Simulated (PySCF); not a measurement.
**Unknown compound**

The spectra below were simulated for a compound C$_{7}$H$_{10}$O$_{2}$Si.

$^{1}$H NMR (400 MHz, computed): δ 6.38 (br s, 1H), 5.52 (t, 1H), 4.57 (m, 2H), 2.54 (s, 3H), 2.45 (s, 3H).

$^{13}$C{$^{1}$H} NMR (computed): δ 171.6 (C), 170.6 (C), 167.8 (C), 149.3 (C), 121.2 (CH), 26.3 (CH3), 20.8 (CH3).

How the numbers were obtained: shielding tensors at PBE0/pcSseg-1 (GIAO), structure optimised with GFN2-xTB, in PySCF 2.14 (no solvent, one averaged value for each set of equivalent atoms, relativity neglected, single conformer).

Shifts are taken against calculated references (same method and geometry level): TMS for $^{1}$H and $^{13}$C.

Task: Which candidate is it?
A. C=CO[SiH2]CC(=O)C#CC
B. CC1=C[SiH2]C(C)=C1C(=O)O
C. CC#CC(=C=O)C[SiH2]OC
D. C=CC#CC(=O)[C@@H]([SiH3])OC

Result: B. 

- The formula gives 4 degrees of unsaturation (1 ring in the answer).
- 7 carbon signals for 7 carbons: no two carbons are equivalent.
- Carbon types of the structure: 4 × C, 1 × CH, 2 × CH3, leaving 3 H on heteroatoms.
- δC 171.6: carboxylic acid carbon; it is a carbonyl in resonance with an O or N lone pair, the region of acids, esters and amides.
- δC 170.6: β carbon of a C=C–C=O unit; conjugation with the carbonyl draws π density from the β position.
- δC 167.8: fully substituted alkene carbon.
- δC 149.3: α carbon of a C=C–C=O unit; the olefinic region.
- δC 121.2: alkene CH; the olefinic region.

The others: C=CO[SiH2]CC(=O)C#CC would give 6 signals for carbon-bound and other non-exchanging H, not 4; CC#CC(=C=O)C[SiH2]OC has carbons computed at 219.2, 105.8, 72.3, 54.3, 18.8, 11.8, 6.3, with a different DEPT pattern; C=CC#CC(=O)[C@@H]([SiH3])OC would give 6 signals for carbon-bound and other non-exchanging H, not 4.

OH and NH positions are those of a molecule without intermolecular hydrogen bonds; in solution they move with solvent, concentration and temperature, and exchange usually removes their couplings. Shifts are as computed. Against solution values, carbons near 30 ppm lie about +3 ppm off and those near 130 ppm about +5 ppm. Of 1309 compounds with measured shifts, 239 miss one by over three times the rms of a fit or turn the order of signals round; such compounds aren't used in these exercises. Hydrogen bonding in solution deshields acid and N–H amide carbonyl carbons by as much as 10 ppm beyond these values. Multiplicities follow the n + 1 count of equivalent neighbours, as no J values were calculated; m marks all less simple cases, F and P coupling included.
